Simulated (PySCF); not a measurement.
**Correlation energy of Sb (antimony, neutral)**

[Kr] 4d10 5s2 5p3, high-spin 4S determinant. Calculation: PySCF 2.14, in x2c-SVPall (6s5p3d, 36 functions); scalar relativity by spin-free X2C-1e. Frozen: [Kr] 4d10; 5 electrons correlated.

MP2 pair energies summed by pair of shells (mhartree):

```json
{"pair": "5s-5p", "energy": "-28.59", "share (%)": "64.3"}
{"pair": "5p-5p", "energy": "-10.41", "share (%)": "23.4"}
{"pair": "5s-5s", "energy": "-5.47", "share (%)": "12.3"}
```

Total MP2 correlation energy: -44.47 mhartree.

Same-spin part -12.32 and opposite-spin part -32.15 mhartree; SCS-MP2 scales them by 1/3 and 6/5 to -42.69 mhartree.

| level | correlation energy (mhartree) |
| --- | --- |
| CCSD | -57.04 |
| (T) | -0.59 |
| CCSD(T) | -57.63 |

Diagnostics: T1 = 0.0032, D1 = 0.0070, largest double amplitude 0.063.

Cost of the coupled-cluster step: 0.09 s of wall time on 1 thread of Neoverse-V1 (shared host), for 5 correlated electrons.

Iterations:

```
CC2 = 0
CCSD nocc = (np.int64(4), np.int64(1)), nmo = (13, 13)
frozen orbitals [[0, 1, 2, 3, 4, 5, 6, 7, 8, 9, 10, 11, 12, 13, 14, 15, 16, 17, 18, 19, 20, 21, 22], [0, 1, 2, 3, 4, 5, 6, 7, 8, 9, 10, 11, 12, 13, 14, 15, 16, 17, 18, 19, 20, 21, 22]]
max_cycle = 100
direct = 0
conv_tol = 1e-08
conv_tol_normt = 1e-06
diis_space = 8
diis_start_cycle = 0
Init t2, MP2 energy = -0.0444711953161655
Init E_corr(UCCSD) = -0.0444711953333109
cycle = 1  E_corr(UCCSD) = -0.0541493701694553  dE = -0.00967817484  norm(t1,t2) = 0.0402568
cycle = 2  E_corr(UCCSD) = -0.0562882748099443  dE = -0.00213890464  norm(t1,t2) = 0.0110346
cycle = 3  E_corr(UCCSD) = -0.0570566336030316  dE = -0.000768358793  norm(t1,t2) = 0.00366841
cycle = 4  E_corr(UCCSD) = -0.0570425645984628  dE = 1.40690046e-05  norm(t1,t2) = 0.000420016
cycle = 5  E_corr(UCCSD) = -0.0570432051499669  dE = -6.40551504e-07  norm(t1,t2) = 3.76888e-05
cycle = 6  E_corr(UCCSD) = -0.0570427420402677  dE = 4.63109699e-07  norm(t1,t2) = 7.99372e-06
cycle = 7  E_corr(UCCSD) = -0.0570429998889798  dE = -2.57848712e-07  norm(t1,t2) = 1.86198e-06
cycle = 8  E_corr(UCCSD) = -0.0570429287298006  dE = 7.11591792e-08  norm(t1,t2) = 3.31398e-07
cycle = 9  E_corr(UCCSD) = -0.0570429338430049  dE = -5.11320433e-09  norm(t1,t2) = 5.00481e-08
UCCSD converged
E(UCCSD) = -6477.313007700718  E_corr = -0.05704293384300494
UCCSD(T) correction = -0.000587093774903211
```
